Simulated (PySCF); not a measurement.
CrO2F2, SMILES [F][Cr](=[O])([F])=[O], multiplicity 1.

Geometry optimised at PBE-D3(BJ)/def2-SVP. The spin state was assumed, not searched. The isomer is the one that the SMILES or the coordinates give; other isomers of the formula were not compared.

Calculation: PBE-D3(BJ)/def2-SVP (PySCF).

Frequencies are harmonic and unscaled.

```json
[
 {"mode": "1", "ν (cm⁻¹)": "221", "IR (km/mol)": "4.0", "moving atoms (share of kinetic energy)": "F 83 %, Cr 10 %"},
 {"mode": "2", "ν (cm⁻¹)": "284", "IR (km/mol)": "0.0", "moving atoms (share of kinetic energy)": "O 59 %, F 41 %"},
 {"mode": "3", "ν (cm⁻¹)": "298", "IR (km/mol)": "5.9", "moving atoms (share of kinetic energy)": "F 41 %, O 33 %, Cr 26 %"},
 {"mode": "4", "ν (cm⁻¹)": "323", "IR (km/mol)": "8.2", "moving atoms (share of kinetic energy)": "O 51 %, F 29 %, Cr 20 %"},
 {"mode": "5", "ν (cm⁻¹)": "419", "IR (km/mol)": "0.4", "moving atoms (share of kinetic energy)": "O 81 %, Cr 11 %, F 9 %"},
 {"mode": "6", "ν (cm⁻¹)": "736", "IR (km/mol)": "47.0", "moving atoms (share of kinetic energy)": "F 77 %, Cr 14 %, O 8 %"},
 {"mode": "7", "ν (cm⁻¹)": "797", "IR (km/mol)": "116.1", "moving atoms (share of kinetic energy)": "F 62 %, Cr 37 %"},
 {"mode": "8", "ν (cm⁻¹)": "1087", "IR (km/mol)": "67.1", "moving atoms (share of kinetic energy)": "O 77 %, Cr 22 %"},
 {"mode": "9", "ν (cm⁻¹)": "1105", "IR (km/mol)": "126.6", "moving atoms (share of kinetic energy)": "O 69 %, Cr 31 %"}
]
```
